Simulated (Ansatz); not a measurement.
Harmonic frequencies (cm⁻¹) at PBE0-D4/def2-TZVP from Ansatz: 284, 420, 424, 481, 503, 565, 678, 712, 836, 967, 1012, 1179, 1282, 1563, 1945, 1948, 3135, 3282.

Problem. Which molecule is it?
A. `F[SiH]1[O][SnH2]1`
B. `[SnH3][C]1=CO1`
C. `C1=[CH][SnH2][O]1`
D. `F/C=N/P`

Solution. C.
